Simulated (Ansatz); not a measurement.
Ansatz (a program for electronic structure) input:
A basis named .json is the Basis Set Exchange file of that set.

Ansatz 0.2 input:
```yaml
crystal:
  periodic: [false, false, false]
  atoms:
    - {symbol: Y, position_ang: [-0.00000000, -0.00000000, -1.21210621]}
    - {symbol: Br, position_ang: [0.00000000, 0.00000000, 1.35063264]}
basis:
  gaussian:
    orbitals: def2-QZVPPD.json
    fitting: {mean_field: def2-universal-jkfit, correlation: def2-QZVPPD-RIFIT.json}
magnetization: {spin_polarized: true, initial_magnetization: 2}
correlation: {method: mp2, electrons: outside_noble_gas}
```

Question: Predict the final energy.

Answer: -2610.60490 Eh (RI-MP2/def2-QZVPPD). The basis has 179 functions.

This state (charge 0, triplet) is run at the relaxed geometry of the species with charge 0 and multiplicity 1, and is a spin state other than that species' own.
